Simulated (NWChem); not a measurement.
System: CH6InN; SMILES [NH](C)[InH2]

```xyz
9

In     0.0251    -0.6399     0.0000
H     -1.2780    -1.7646     0.0000
H      1.7282    -0.8948     0.0000
N     -0.5287     1.3095     0.0000
C      0.3087     2.4795     0.0000
H     -1.5184     1.5343     0.0000
H      0.1566     3.1231     0.8892
H      0.1566     3.1231    -0.8892
H      1.3722     2.1911     0.0000
```
Atoms are numbered in this order, from 1.

Results from NWChem. Medium grid unless said otherwise, to which SCAN and Minnesota functionals are sensitive. Structure relaxed at the PBE0/def2-SVP level. def2 effective core potentials on In; no spin-orbit coupling.

### Question
Order these by “orbital gap (eV)”, lowest first: M05-2X/def2-TZVP; PW91/def2-TZVP; LRC-wPBEh/def2-TZVP; B3LYP/def2-TZVP.

### Answer
PW91/def2-TZVP (3.28), B3LYP/def2-TZVP (4.70), M05-2X/def2-TZVP (7.23), LRC-wPBEh/def2-TZVP (8.48)
